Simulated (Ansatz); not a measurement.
Cost and result up the ladder for Nb2P2 (the lowest singlet isomer of a short search) (4 atoms). Total charge 0; singlet. Geometry: PBE0-D4/def2-SVP.

```tsv
atom	x (Å)	y (Å)	z (Å)
Nb1	0.876	-0.240	-0.835
Nb2	-1.015	0.698	0.063
P3	-0.926	-1.619	-0.260
P4	1.066	1.161	1.032
```

Ansatz on 4 threads of Arm Neoverse V1 on a shared host. Times are rough, and most runs start from the orbitals of an earlier one. CAM-B3LYP-D4/def2-TZVP serves as the yardstick here, not as an exact answer. Differences are given only for rows in sets of like size (and for xTB, whose basis is part of the method), since another set adds its own error. Binding counts from free atoms at the same level (Nb sextet, P quartet; other spins of the atoms weren't run), without zero-point energy or a counterpoise term.

In the def2 sets Nb takes a core potential; there is no spin–orbit coupling. Correlated methods freeze 10 core orbitals; core or outer-core shells of Nb are correlated, in sets that lack core-valence functions. The structure comes from a short search, and lower isomers may exist.

Run but left out: HF/def2-TZVP, MP2/def2-TZVP, CCSD(T)/def2-TZVPP (restricted singlet, unstable towards broken spin symmetry); HF/STO-3G (restricted singlet, unstable in another Hartree–Fock run and untested here).

Correlated methods converge slowly with the basis.

```json
{"level": "PBE-D4/def2-SVP", "functions": "98", "wall time": "1.3 s"}
{"level": "PBE0-D4/def2-SVP", "functions": "98", "wall time": "1.5 s"}
{"level": "revPBE-D4/def2-TZVP", "functions": "154", "wall time": "1.9 s"}
{"level": "PBE-D4/def2-TZVP", "functions": "154", "wall time": "2.1 s"}
{"level": "PBE-D4/def2-TZVPD", "functions": "166", "wall time": "2.1 s"}
{"level": "PBE0-D4/def2-TZVPD", "functions": "166", "wall time": "2.3 s"}
{"level": "PBE0-D4/def2-TZVP", "functions": "154", "wall time": "2.4 s"}
{"level": "CAM-B3LYP-D4/def2-TZVP", "functions": "154", "wall time": "3.1 s"}
{"level": "RPA@PBE/def2-TZVP", "functions": "154", "wall time": "4 s"}
{"level": "r2SCAN-D4/def2-TZVPD", "functions": "166", "wall time": "4.6 s"}
{"level": "r2SCAN-D4/def2-TZVP (with forces)", "functions": "154", "wall time": "4.9 s"}
{"level": "r2SCAN0-D4/def2-TZVP", "functions": "154", "wall time": "5.5 s"}
{"level": "B97M-V/def2-TZVP", "functions": "154", "wall time": "7.5 s"}
```

(1) Estimate what each level gives for the binding energy per atom (eV).

Results:

(1) 
```csv
level,binding energy per atom (eV),difference from CAM-B3LYP-D4/def2-TZVP (eV)
PBE-D4/def2-SVP,3.91,–
PBE0-D4/def2-SVP,3.38,–
revPBE-D4/def2-TZVP,3.75,0.48
PBE-D4/def2-TZVP,3.94,0.66
PBE-D4/def2-TZVPD,3.94,0.67
PBE0-D4/def2-TZVPD,3.42,0.15
PBE0-D4/def2-TZVP,3.42,0.15
CAM-B3LYP-D4/def2-TZVP,3.27,0.00
RPA@PBE/def2-TZVP,3.33,0.06
r2SCAN-D4/def2-TZVPD,3.47,0.20
r2SCAN-D4/def2-TZVP (with forces),3.47,0.20
r2SCAN0-D4/def2-TZVP,3.07,-0.20
B97M-V/def2-TZVP,3.52,0.25
```
